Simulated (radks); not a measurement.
The numbers below are computed, except where a source is named.
Question: Fe, 26 electrons, occupied as [Ar] 3d6 4s2. Code: a radial shooting solver on a logarithmic mesh with Libxc functionals. Model: Dirac Kohn-Sham, PBEsol, spin-unpolarised, spherical densities, finite nucleus; open shells fill j = l - 1/2 first; Fermi nuclear charge, rms radius 3.7377 fm. Some entries of the table are withheld. Estimate them.

| orbital | occ. | eigenvalue (eV) | <1/r> (bohr^-1) | <r^2> (bohr^2) |
|---|---|---|---|---|
| 1s1/2 | 2 | -6990.038 | 25.96 | 0.004602 |
| 2s1/2 | 2 | -818.5113 | (1) | (2) |
| 2p1/2 | 2 | -706.0188 | 5.523 | 0.06716 |
| 2p3/2 | 4 | -693.5578 | 5.425 | 0.06879 |
| 3s1/2 | 2 | -93.7048 | (3) | (4) |
| 3p1/2 | 2 | (5) | 1.622 | 0.8574 |
| 3p3/2 | 4 | (6) | 1.599 | 0.8766 |
| 3d3/2 | 4 | -7.5912 | 1.209 | 1.756 |
| 3d5/2 | 2 | -7.4392 | 1.203 | 1.780 |
| 4s1/2 | 2 | -5.3075 | 0.4378 | 10.32 |

Answer: 
(1) 2s1/2 <1/r> (bohr^-1): 5.575
(2) 2s1/2 <r^2> (bohr^2): 0.08422
(3) 3s1/2 <1/r> (bohr^-1): 1.750
(4) 3s1/2 <r^2> (bohr^2): 0.7604
(5) 3p1/2 eigenvalue (eV): -60.9079
(6) 3p3/2 eigenvalue (eV): -59.3639
